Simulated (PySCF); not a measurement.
CH3FSn, SMILES [F][Sn][CH3] (connectivity only; charge and spin as stated), neutral, multiplicity 1.

Geometry optimised at PBE-D3(BJ)/def2-TZVP. The def2 effective core potentials stand for the cores of Sn; spin–orbit coupling is left out.

All values below come from CAM-B3LYP/def2-TZVPD run with PySCF.

The molecule is in vacuum.

Computed frontier levels, gap, dipole moment and polarisability:
```
Property                                                                                                        Value
---------------------------------------------------------------------------------------------  ----------------------
highest occupied level                                                                                       -7.99 eV
lowest empty level                                                                                           -1.74 eV
orbital gap                                                                                                   6.26 eV
dipole moment                                                                                                  3.04 D
quadrupole, principal values (traceless, Buckingham form, about the centre of nuclear charge)  -6.59, -1.06, 7.64 D·Å
mean static polarisability                                                                       56.5 bohr³ (8.37 Å³)
polarisability, principal values                                                               47.2, 52.2, 70.2 bohr³
```
